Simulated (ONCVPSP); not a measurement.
# PW91 ONCV dataset for nitrogen, scalar-relativistic all-electron reference.

* Element: N
* Generator: ONCVPSP 4.0.1
* Type: optimised norm-conserving Vanderbilt (ONCV)
* Functional: PW91
* Relativity: scalar-relativistic
* Frozen core: [He]
* Valence charge: 5
* Reference configuration: 2s2 2p3
* Partial waves: 2s: rc 0.70 bohr, ncon 4, nbas 8, qcut 10.8 1/bohr, 1 projector; 2p: rc 1.55 bohr, ncon 4, nbas 8, qcut 10.2 1/bohr, 2 projectors, debl 2 Ha
* Local potential: polynomial inside 0.60 bohr (lpopt 5, dvloc0 0 Ha)
* Core correction: none

- Cutoffs needed: 58 Ha and 328 Ha (the cutoffs (Ha) at which the residual kinetic energy of the hardest occupied pseudo-wave falls to 1 and 0.1 mHa per electron)
- Ghost test: no bound ghost flagged; no localised positive-energy state flagged
- Largest excitation error: +596 meV (all-electron minus pseudo) for 2s2 2p0, out of 4 test configurations
